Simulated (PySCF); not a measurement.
C6H8O2S2Se.
SMILES with atom numbers: `[CH3:1][Se:2][c:3]1[cH:4][cH:5][c:6]([S:7]([CH3:8])(=[O:9])=[O:10])[s:11]1` (hydrogens: H12, H13, H14 on C1; H15 on C4; H16 on C5; H17, H18, H19 on C8)

Computed with PySCF 2.14.0, PBE0-D3(BJ)/def2-SVP geometry optimisation, gas phase.

What internal coordinates does the optimisation give?

```
                  bond  length (bohr)
                C1–Se2          3.661
                Se2–C3          3.560
                 C3–C4          2.611
                 C4–C5          2.674
                 C5–C6          2.594
                 C6–S7          3.321
                 S7–C8          3.372
         S7=O9, S7=O10          2.757
                C6–S11          3.261
                C3–S11          3.263
C1–H12, C1–H13, C1–H14          2.076
                C4–H15          2.061
                C5–H16          2.061
C8–H17, C8–H18, C8–H19          2.074
```

Bonds in one row agree within 0.02 bohr and their mean is given. A selection of angles:
```
     angle  degrees
 C1–Se2–C3     98.6
 Se2–C3–C4    125.5
Se2–C3–S11    122.8
 C4–C3–S11    111.7
  C3–C4–C5    112.6
  C4–C5–C6    112.3
  C5–C6–S7    126.2
 C5–C6–S11    112.3
 S7–C6–S11    121.4
  C6–S7–C8    104.4
  C6–S7–O9    107.0
  C8–S7–O9    107.4
 O9–S7–O10    122.1
 C3–S11–C6     91.1
```

Dihedral angles: C1–Se2–C3–C4 177° (antiperiplanar); C5–C6–S7–C8 97° (anticlinal). The mirror-image conformer, all signs reversed, is as good.

The C–C distances run from 1.372 Å (C5–C6, aromatic) to 1.415 Å (C4–C5, aromatic), a spread of 0.043 Å. The C–S distances run from 1.726 Å (C6–S11, aromatic) to 1.784 Å (S7–C8, drawn single), a spread of 0.058 Å. S7 (sulfonyl sulfur) is distorted tetrahedral (angles from 104.4° to 122.1°). The 5-membered ring C3–C4–C5–C6–S11 has internal angles of 91.1° to 112.6°; it is planar, 0.00 Å rms from its mean plane, widest ring torsion 1°. Of the pairs four or more bonds apart, S11···H14 is among the closest relative to their van der Waals radii: 2.97 Å, 99 % of the sum of Bondi's values. The C–Se distances run from 1.884 Å (Se2–C3, drawn single) to 1.937 Å (C1–Se2, drawn single), a spread of 0.053 Å.

Point group: C1 (no symmetry element, even within 0.4 Å). Whether it is a minimum is left open (no frequencies). The numbers are those of one conformer.
